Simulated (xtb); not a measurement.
H3O3Zr (SMILES [OH][Zr+]([OH])[OH]), charge +1, singlet, geometry from GFN2-xTB (such geometries of metal compounds can be far from the true shape) (the multiplicity is a formal guess); GFN1-xTB (xtb).

The xtb input:
```
$ xtb mol.xyz --gfn 1 --chrg 1 --json

# file mol.xyz
7

Zr    -0.00000000     0.00000000    -0.00000000
O      1.73087780    -0.30028533    -0.50620704
H      2.64521877    -0.45891189    -0.77361230
O     -0.62364378    -0.68582318     1.57577593
H     -0.95308533    -1.04811117     2.40818392
O     -1.10723402     0.98610851    -1.06956890
H     -1.69213344     1.50702306    -1.63457162
```

It wrote (shortened):

```
   ID    Z sym.   atoms
    1   40 Zr     1
    2    8 O      2, 4, 6
    3    1 H      3, 5, 7

           -------------------------------------------------
          |                Calculation Setup                |
           -------------------------------------------------

           -------------------------------------------------
          |                 G F N 1 - x T B                 |
           -------------------------------------------------

          ...................................................
          :                      SETUP                      :
          :.................................................:
          :  # basis functions                  28          :
          :  # atomic orbitals                  27          :
          :  # shells                           15          :
          :  # electrons                        24          :
          :  # halogen bonds                     0          :
          :  max. iterations                   250          :
          :  Hamiltonian                  GFN1-xTB          :
          :  restarted?                      false          :
          :  GBSA solvation                  false          :
          :  PC potential                    false          :
          :  electronic temp.          300.0000000     K    :
          :  accuracy                    1.0000000          :
          :  -> integral cutoff          0.2500000E+02      :
          :  -> integral neglect         0.1000000E-07      :
          :  -> SCF convergence          0.1000000E-05 Eh   :
          :  -> wf. convergence          0.2000000E-04 e    :
          :  Broyden damping             0.4000000          :
          :  net charge                          1          :
          :  unpaired electrons                  0          :
          ...................................................

 iter      E             dE          RMSdq      gap      omega  full diag
   1    -16.3328505 -0.163329E+02  0.968E+00    1.36       0.0  T
   2    -16.5579804 -0.225130E+00  0.842E+00    8.55       1.0  T
   3    -16.8528891 -0.294909E+00  0.514E+00    5.81       1.0  T
   4    -15.9060759  0.946813E+00  0.127E+01    0.58       1.0  T
   5    -16.9320323 -0.102596E+01  0.854E-01    4.44       1.0  T
   6    -16.9256611  0.637123E-02  0.115E+00    4.65       1.0  T
   7    -16.9333866 -0.772551E-02  0.587E-01    4.38       1.0  T
   8    -16.9347491 -0.136250E-02  0.376E-01    4.29       1.0  T
[...]
         :: total energy             -16.818293022433 Eh    ::
[...]
        18                         -0.3026009              -8.2342
        19                         -0.2811225              -7.6497
        20                         -0.2811225              -7.6497
        21                         -0.2734549              -7.4411
        22                          0.1610494               4.3824
        23                          0.1610494               4.3824
       ...                                ...                  ...
        27                          0.3778446              10.2817
      -------------------------------------------------------------
                  HL-Gap            0.1518185 Eh            4.1312 eV
             Fermi-level           -0.5978100 Eh          -16.2672 eV

  Mulliken/CM5 charges         n(s)   n(p)   n(d)
     1Zr    1.65063  2.38422   0.421  1.044  0.885
     2O    -0.63701 -1.04715   1.600  5.037  0.000
     3H     0.42013  0.58575   0.580  0.000  0.000
     4O    -0.63701 -1.04715   1.600  5.037  0.000
     5H     0.42013  0.58575   0.580  0.000  0.000
     6O    -0.63701 -1.04715   1.600  5.037  0.000
     7H     0.42013  0.58575   0.580  0.000  0.000

Wiberg/Mayer (AO) data.
largest (>0.10) Wiberg bond orders for each atom

 ---------------------------------------------------------------------------
     #   Z sym  total        # sym  WBO       # sym  WBO       # sym  WBO
 ---------------------------------------------------------------------------
     1  40 Zr   3.978 --     4 O    1.290     6 O    1.290     2 O    1.290
     2   8 O    2.119 --     1 Zr   1.290     3 H    0.779
     3   1 H    0.821 --     2 O    0.779
     4   8 O    2.119 --     1 Zr   1.290     5 H    0.779
     5   1 H    0.821 --     4 O    0.779
     6   8 O    2.119 --     1 Zr   1.290     7 H    0.779
     7   1 H    0.821 --     6 O    0.779
 ---------------------------------------------------------------------------

Topologies differ in total number of bonds
Writing topology from bond orders to xtbtopo.mol

 dipole moment from electron density (au)
     X       Y       Z
  -0.0000  -0.0000   0.0000  total (Debye):    0.000

           -------------------------------------------------
          | TOTAL ENERGY              -16.818293022433 Eh   |
          | GRADIENT NORM               0.011506551113 Eh/α |
          | HOMO-LUMO GAP               4.131191557502 eV   |
           -------------------------------------------------

normal termination of xtb
```
